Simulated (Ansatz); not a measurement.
CH$_{6}$BBrOSi (`BOC([SiH3])Br`). Total charge 0; spin multiplicity 1.

Cartesian coordinates in Å:
```
B -0.7203 -1.7701 -0.5020
O -1.1183 -0.6693 0.1734
C -0.6502 0.6321 -0.0206
Si 1.0835 0.9125 0.7099
Br -0.5788 1.1688 -1.9148
H -1.1905 -2.7991 -0.1200
H 0.0527 -1.6923 -1.4104
H -1.3967 1.3051 0.3989
H 2.0198 0.0069 0.0024
H 1.4595 2.3338 0.5272
H 1.0393 0.5716 2.1560
```

Question: What are the harmonic wavenumbers in cm⁻¹ at PBE0-D4/def2-TZVP (Ansatz, finite differences of forces, unscaled)? (Estimate.)

Answer: Ansatz gave: 61, 134, 163, 195, 226, 392, 439, 497, 617, 704, 779, 905, 930, 939, 971, 1020, 1039, 1148, 1221, 1295, 1415, 2229, 2252, 2263, 2589, 2689, 3127.

Question: Is this a minimum?

Answer: Yes, all 27 modes are real.

Question: Give the ideal-gas thermochemistry at 298.15 K and 1 bar (rigid rotor, harmonic oscillator; point group C1, symmetry number 1).

Answer: Zero-point energy 180.9 kJ/mol; H(298) − E = 203.0 kJ/mol; entropy 365.6 J/(mol·K), of which translation 171.6, rotation 118.1, vibration 75.9; G(298) − E = 94.1 kJ/mol. Modes under 100 cm⁻¹ are hindered rotations or soft bends, so the harmonic entropy is rough.
